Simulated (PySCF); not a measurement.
## Electronic structure of La (lanthanum, neutral) at the TPSSh level

Configuration: [Xe] 5d1 6s1 6p1, one real determinant (an excited configuration). Calculation: PySCF 2.14, in x2c-TZVPPall (11s7p7d3f1g, 97 functions); the spin-free X2C one-electron Hamiltonian (Gaussian nucleus).

- Total energy: -8492.06 hartree
- One-electron energy: -11572.68 hartree
- Hartree (Coulomb) energy: 3286.07 hartree
- Exchange-correlation energy: -205.45 hartree
- ⟨S²⟩: 3.7516
- ⟨L²⟩: 8.070
- Sum of ⟨r⟩: 45.54 bohr
- Sum of ⟨r²⟩: 106.0 bohr²
- Traceless quadrupole moment −½Σ⟨3z² − r²⟩ along its main axis: -13.1 e·bohr²
- Langevin diamagnetic susceptibility: -84.0 ×10⁻⁶ cm³/mol
- Time after the integrals: roughly 10 core-seconds

| shell | electrons | mean orbital energy (hartree) | spread (hartree) | rms radius, mean of both spins (bohr) |
| --- | --- | --- | --- | --- |
| 1s α | 1 | -1423.75366 | 0 | 0.0286 |
| 1s β | 1 | -1423.75317 | 0 | 0.0286 |
| 2s α | 1 | -227.09998 | 0 | 0.116 |
| 2s β | 1 | -227.09859 | 0 | 0.116 |
| 2p α | 3 | -203.67127 | 0.00105 | 0.104 |
| 2p β | 3 | -203.67008 | 0.00159 | 0.104 |
| 3s α | 1 | -48.85472 | 0 | 0.304 |
| 3s β | 1 | -48.85387 | 0 | 0.304 |
| 3p α | 3 | -41.31597 | 0.00285 | 0.304 |
| 3p β | 3 | -41.31504 | 0.00311 | 0.304 |
| 3d α | 5 | -30.38539 | 0.00239 | 0.282 |
| 3d β | 5 | -30.38400 | 0.00370 | 0.282 |
| 4s α | 1 | -9.99817 | 0 | 0.695 |
| 4s β | 1 | -9.99533 | 0 | 0.695 |
| 4p α | 3 | -7.53014 | 0.00473 | 0.738 |
| 4p β | 3 | -7.52756 | 0.00594 | 0.738 |
| 4d α | 5 | -3.91845 | 0.00464 | 0.827 |
| 4d β | 5 | -3.91538 | 0.00861 | 0.827 |
| 5s α | 1 | -1.51994 | 0 | 1.66 |
| 5s β | 1 | -1.50361 | 0 | 1.66 |
| 5p α | 3 | -0.89783 | 0.00317 | 1.91 |
| 5p β | 3 | -0.87665 | 0.01491 | 1.91 |
| 5d α | 1 | -0.18041 | 0 | 3.13 |
| 6s α | 1 | -0.17387 | 0 | 4.62 |
| 6p α | 1 | -0.08843 | 0 | 5.89 |

⟨L²⟩ = 8.07 against 12 for a pure F term, so this real determinant mixes terms. Spin-orbit coupling, absent here, splits the open shell strongly.

Densities and radii are taken from the X2C orbitals without a picture-change correction, which distorts them close to the nucleus.
